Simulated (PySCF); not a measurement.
Ionisation energy of C²⁺ by level of theory

C²⁺ [He] 2s2 (1S) → C³⁺ [He] 2s1 (2S), as a difference of total energies. All numbers are calculated (PySCF 2.14, the spin-free X2C one-electron Hamiltonian (Gaussian nucleus), in aug-cc-pCVTZ-DK (7s6p4d2f, 59 functions)). Correlated levels: valence: 1s2 frozen; valence and next inner shell: nothing frozen. The calculations carry no spin-orbit coupling.

Problem. Order these methods by the ionisation energy they give, lowest first.
A. SCS-MP2 (valence)
B. UHF
C. PBE0
D. SCS-MP2 (valence and next inner shell)

Solution. B (45.800 eV), C (47.062 eV), A (47.243 eV), D (47.298 eV).

Errors of the correlated levels include the incompleteness of this basis and the frozen core.

MP2 underrates the near-degeneracy of ns² with np² in the lower species.

For comparison: 47.888 eV (measured; NIST Atomic Spectra Database, ionization energies).
